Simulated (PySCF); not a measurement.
Radial density of O (oxygen, neutral)

UHF, [He] 2s2 2p4, high-spin 3P determinant. Calculation: PySCF 2.14, in def2-SVP (3s2p1d, 14 functions); the non-relativistic Hamiltonian (point nucleus).

```csv
r (bohr),4πr²ρ (e/bohr),4πr²(ρα − ρβ)
0.00336,0.03965,0.0001
0.00566,0.1106,0.0003
0.00951,0.3015,0.0008
0.0160,0.7780,0.0021
0.0269,1.834,0.0049
0.0453,3.898,0.0105
0.0762,6.759,0.0209
0.128,8.573,0.0563
0.215,6.547,0.2197
0.362,3.322,0.6924
0.610,3.990,1.4625
1.03,4.476,1.4501
1.72,1.845,0.5434
2.90,0.2383,0.0743
4.88,0.0003542,0.0001
```
